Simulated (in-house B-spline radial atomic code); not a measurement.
Results of a calculation; reference values are marked as such.
## What the choice of pseudopotential does to G0W0 on PBE: Tl²⁺

All numbers come from an all-electron radial atomic-structure program (B-spline basis), non-relativistic (model numbers for so heavy an element), configuration [Xe] 4f14 5d10 6s1, open shells at high spin. Semilocal Troullier-Martins pseudo-atoms, one channel per l, are made with PBE or LDA for several valence sets and radii, with or without a model core, and set against the all-electron atom. One channel fits only the lowest state of its l, so a second state of that l is approximate. All electrons give 6s up: PBE -22.362 eV, G0W0 -26.689 eV, 5d down: PBE -34.82 eV, G0W0 -42.13 eV. Potentials are made in the ion's own configuration unless the neutral atom is named, and a smooth local potential serves every l without a channel. Potentials that miss their own reference levels by more than 6 millihartree, or need radii over 3.5 bohr, are left out. Columns give pseudo minus all-electron, in eV; a dash marks a level in the core or of low weight.

```csv
valence,made with,radii (bohr),model core (bohr),6s up PBE,6s up G0W0,5d down PBE,5d down G0W0
5d 6s,"PBE, neutral atom",s 1.91 p 2.42 d 0.88,none,+0.01,-0.55,+0.13,+3.09
5d 6s,PBE,s 2.59 p 3.03 d 1.27,none,-0.04,-0.57,+0.03,+3.29
5d 6s,"PBE, neutral atom",s 3.10 p 3.40 d 1.43,none,0.00,-0.63,+0.10,+3.51
5d 6s,"PBE, neutral atom",s 1.91 p 2.42 d 0.88,0.97,-0.01,-0.56,+0.09,+3.05
5d 6s,PBE,s 2.02 p 2.37 d 0.99,0.97,0.00,-0.54,+0.01,+3.00
5d 6s,"PBE, neutral atom",s 2.39 p 3.03 d 1.10,0.97,-0.02,-0.56,+0.09,+3.24
5p 5d 6s,"PBE, neutral atom",s 2.74 p 1.09 d 1.27,none,-0.03,-1.40,+0.02,+1.02
5p 5d 6s,"PBE, neutral atom",s 3.10 p 1.23 d 1.43,none,-0.04,-1.65,-0.02,+1.14
5p 5d 6s,"PBE, neutral atom",s 2.15 p 0.85 d 0.99,0.75,-0.07,-1.34,-0.03,+0.79
5s 5p 4f 5d 6s,"PBE, neutral atom",s 1.03 p 1.09 d 1.27 f 1.38,0.56,-0.27,-0.25,-0.12,-1.21
```

(1) How does the G0W0 shift of 6s up, which all sets hold, depend on the valence set?

## Answers

(1) Mean size: 5s 5p 4f 5d 6s: 0.25 eV; 5d 6s: 0.57 eV; 5p 5d 6s: 1.46 eV. A semicore state feels strong exchange with the other subshells of its n, so the gain is largest when that whole shell is in the valence. A larger valence set can do worse when it takes only part of a shell, whose exchange with the frozen rest is then left to the functional. The means mix radii and the functional used in making the potentials.
